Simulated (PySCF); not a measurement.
Isomers of C3H7NSi. Computed with PBE0-D3(BJ)/def2-SVP geometry optimisation, gas phase in PySCF 2.14.0. One conformer each; no zero-point energy, no entropy. No frequencies were run at this level. Point groups hold within 0.08 Å.

**Question.** Rank from lowest to highest electronic energy at this level (kcal/mol).
A. `C[SiH](C)C#N`
B. `[CH:1]#[C:2][CH2:3][NH:4][SiH3:5]` with C2–C3–N4–Si5 81°
C. `[CH3:1][C:2]#[C:3][SiH2:4][NH2:5]` with C3–Si4–N5–H -68° and 69°
D. `[SiH3:1][CH2:2][C@H:3]1[CH:4]=[N:5]1` with Si1–C2–C3–C4 -31°

**Answer.** A (0.0), C (26.2), B (53.8), D (60.2).

As drawn, the lowest has a C≡N group, which the highest lacks; the highest has a three-membered ring and a C=N bond, which the lowest lacks.

```tsv
SMILES	E (Eh)	E rel (kcal/mol)	dipole (D)	point group	A, B, C (MHz)
C[SiH](C)C#N	-462.24470	0.0	4.06	–	5240, 2816, 2065
CC#C[SiH2]N	-462.20295	26.2	2.30	–	13952, 1500, 1400
C#CCN[SiH3]	-462.15904	53.8	0.84	C1	9303, 1989, 1767
[SiH3]C[C@H]1C=N1	-462.14870	60.2	2.19	C1	8278, 2668, 2331
```
